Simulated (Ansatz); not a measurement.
A structure relaxed at r2SCAN-D4/def2-TZVP in Ansatz, charge 0, singlet:

```tsv
atom	x (Å)	y (Å)	z (Å)
Li1	1.017	0.083	1.292
Li2	-0.541	-1.460	-0.528
Li3	-0.476	1.377	-0.763
F4	0.580	1.567	0.567
F5	0.510	-1.479	0.819
F6	-1.092	-0.089	-1.386
```

Task: Give its formula and point group.

Result: Li3F3. Point group D3h (tolerance 0.1 Å).

Task: Summarise the bond lengths by kind (pairs closer than 1.2 times the sum of covalent radii, bridged metal pairs left out).

Result: 6 × F–Li 1.71 Å.

The structure comes from a short search, and lower isomers may exist.
